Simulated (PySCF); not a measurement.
# ECD: `InChI=1S/C9H13B/c1-5-6-7-8-9(2)10(3)4/h5H,1-4H3`

Geometry:
```json
{"atom": "C1", "x (Å)": "4.811", "y (Å)": "0.558", "z (Å)": "0.571"}
{"atom": "C2", "x (Å)": "3.855", "y (Å)": "-0.595", "z (Å)": "0.562"}
{"atom": "C3", "x (Å)": "2.594", "y (Å)": "-0.534", "z (Å)": "0.188"}
{"atom": "C4", "x (Å)": "1.364", "y (Å)": "-0.468", "z (Å)": "-0.176"}
{"atom": "C5", "x (Å)": "0.136", "y (Å)": "-0.408", "z (Å)": "-0.535"}
{"atom": "C6", "x (Å)": "-1.145", "y (Å)": "-0.337", "z (Å)": "-0.878"}
{"atom": "C7", "x (Å)": "-1.570", "y (Å)": "-0.571", "z (Å)": "-2.307"}
{"atom": "B8", "x (Å)": "-2.190", "y (Å)": "-0.015", "z (Å)": "0.254"}
{"atom": "C9", "x (Å)": "-3.712", "y (Å)": "0.067", "z (Å)": "-0.147"}
{"atom": "C10", "x (Å)": "-1.751", "y (Å)": "0.221", "z (Å)": "1.742"}
{"atom": "H11", "x (Å)": "5.671", "y (Å)": "0.355", "z (Å)": "-0.088"}
{"atom": "H12", "x (Å)": "4.328", "y (Å)": "1.485", "z (Å)": "0.237"}
{"atom": "H13", "x (Å)": "5.216", "y (Å)": "0.719", "z (Å)": "1.584"}
{"atom": "H14", "x (Å)": "4.239", "y (Å)": "-1.571", "z (Å)": "0.894"}
{"atom": "H15", "x (Å)": "-0.714", "y (Å)": "-0.743", "z (Å)": "-2.974"}
{"atom": "H16", "x (Å)": "-2.140", "y (Å)": "0.292", "z (Å)": "-2.689"}
{"atom": "H17", "x (Å)": "-2.240", "y (Å)": "-1.443", "z (Å)": "-2.375"}
{"atom": "H18", "x (Å)": "-4.031", "y (Å)": "-0.819", "z (Å)": "-0.722"}
{"atom": "H19", "x (Å)": "-3.857", "y (Å)": "0.923", "z (Å)": "-0.834"}
{"atom": "H20", "x (Å)": "-4.396", "y (Å)": "0.200", "z (Å)": "0.703"}
{"atom": "H21", "x (Å)": "-2.206", "y (Å)": "1.148", "z (Å)": "2.133"}
{"atom": "H22", "x (Å)": "-2.182", "y (Å)": "-0.590", "z (Å)": "2.359"}
{"atom": "H23", "x (Å)": "-0.667", "y (Å)": "0.248", "z (Å)": "1.920"}
```

Method: TDDFT CAM-B3LYP/def2-SVPD circular dichroism and optical rotation, one conformer, gas phase in PySCF 2.14.0. Geometry: PBE0-D3(BJ)/def2-SVP.

No stereocentre is labelled: unless the shape is locked (an allene, a helicene, a hindered biaryl), the mirror image is equally populated and a measured rotation or CD is zero.

Question: Which excitations and rotatory strengths does the calculation give?

Answer: Rotatory strengths R in 10⁻⁴⁰ esu² cm², velocity form and length form (origin at the centre of mass); f in length form.
| state | E (eV) | λ (nm) | f | R (velocity) | R (length) | main |
| --- | --- | --- | --- | --- | --- | --- |
| 1 | 3.19 | 388 | 1e-05 | +1.4 | +1.5 | HOMO→LUMO 0.96 |
| 2 | 4.17 | 298 | 3e-05 | +2.4 | +2.4 | HOMO−1→LUMO+1 0.96 |
| 3 | 4.44 | 279 | 0.230 | -2.4 | -2.3 | HOMO−1→LUMO 0.81, HOMO→LUMO+1 0.17 |
| 4 | 5.45 | 227 | 1.703 | -56.4 | -57.1 | HOMO→LUMO+1 0.71, HOMO−1→LUMO 0.14 |
| 5 | 5.75 | 215 | 0.001 | +15.2 | +15.1 | HOMO−2→LUMO 0.65, HOMO−3→LUMO 0.21 |
| 6 | 5.85 | 212 | 0.0002 | -1.8 | -1.4 | HOMO−3→LUMO 0.57, HOMO−2→LUMO 0.24 |
| 7 | 6.19 | 200 | 0.012 | -9.5 | -10.0 | HOMO→LUMO+2 0.50, HOMO→LUMO+3 0.31 |
| 8 | 6.33 | 196 | 0.003 | +2.3 | +2.4 | HOMO−1→LUMO+2 0.82 |
| 9 | 6.57 | 189 | 0.001 | -0.2 | -0.4 | HOMO−5→LUMO 0.65 |
| 10 | 6.71 | 185 | 0.001 | 0.0 | +0.4 | HOMO→LUMO+3 0.30, HOMO→LUMO+4 0.25 |
| 11 | 6.91 | 179 | 0.012 | +7.5 | +7.1 | HOMO→LUMO+4 0.36, HOMO→LUMO+2 0.20 |
| 12 | 6.99 | 177 | 0.111 | +20.3 | +21.5 | HOMO−1→LUMO+3 0.72 |

Among the states computed, the strongest CD band (largest |R|) is state 4. The largest dissymmetry factor in size, g = 4R/(D+G), with D and G the electric and magnetic dipole strengths, is +0.65 for state 1 (velocity form, f = 1e-05), among bands with |R| over 0.5. The mirror image has the same energies and oscillator strengths and all R with the opposite sign.
